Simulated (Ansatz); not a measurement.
Cost and result up the ladder for CdCl₂ (the lowest singlet isomer of a short search) (3 atoms). Total charge 0; singlet. Geometry: r2SCAN-D4/def2-TZVP.

```xyz
3

Cd    0.002    0.005    0.002
Cl    1.848   -1.004    0.834
Cl   -1.850    1.000   -0.836
```

Ansatz on 4 threads of Arm Neoverse V2 on a shared host. Times are rough, and most runs start from the orbitals of an earlier one. PBE0-D4/def2-TZVPD serves as the yardstick here, not as an exact answer. Differences are given only for rows in sets of like size (and for xTB, whose basis is part of the method), since another set adds its own error. Binding counts from free atoms at the same level (Cd singlet, Cl doublet; other spins of the atoms weren't run), without zero-point energy or a counterpoise term.

In the def2 sets Cd takes a core potential; there is no spin–orbit coupling. LC-ωPBE has ω = 0.4 bohr⁻¹. HSE06 is defined as in plane-wave codes, on full-range PBE exchange. Correlated methods freeze 10 core orbitals; core or outer-core shells of Cd are correlated, in sets that lack core-valence functions. The structure comes from a short search, and lower isomers may exist.

Correlated methods converge slowly with the basis.

```
                          level  functions  binding energy per atom (eV)  difference from PBE0-D4/def2-TZVPD (eV)
             CCSD(T)/def2-TZVPP        140                          1.82                                    -0.13
                PBE-D4/def2-SVP         67                          1.96                                        –
           r2SCANh-D4/def2-TZVP        114                          1.97                                     0.02
LC-ωPBE/def2-TZVP (with forces)        114                          2.02                                     0.07
              PBE0-D4/def2-TZVP        114                          1.95                                    -0.01
           r2SCAN-D4/def2-TZVPD        132                          1.99                                     0.04
            r2SCAN-D4/def2-TZVP        114                          1.99                                     0.04
               PBE0-D4/def2-SVP         67                          1.96                                        –
                  MP2/def2-TZVP        114                          1.99                                     0.03
             HSE06-D4/def2-TZVP        114                          1.95                                     0.00
             CCSD(T)/def2-TZVPD        132                          1.88                                    -0.07
             PBE0-D4/def2-TZVPD        132                          1.95                                     0.00
              BLYP-D4/def2-TZVP        114                          1.76                                    -0.19
               PBE-D4/def2-TZVP        114                          1.94                                    -0.02
```

(1) Estimate how long each takes.

## Answers

(1) PBE-D4/def2-SVP 0.45 s; MP2/def2-TZVP 0.55 s; PBE-D4/def2-TZVP 0.65 s; PBE0-D4/def2-SVP 0.65 s; BLYP-D4/def2-TZVP 0.7 s; HSE06-D4/def2-TZVP 0.9 s; LC-ωPBE/def2-TZVP (with forces) 1.1 s; PBE0-D4/def2-TZVPD 1.1 s; PBE0-D4/def2-TZVP 1.4 s; r2SCAN-D4/def2-TZVP 1.7 s; r2SCANh-D4/def2-TZVP 1.9 s; r2SCAN-D4/def2-TZVPD 2.1 s; CCSD(T)/def2-TZVPD 3.4 s; CCSD(T)/def2-TZVPP 3.6 s. On shared hardware such times vary by a factor of up to 3.
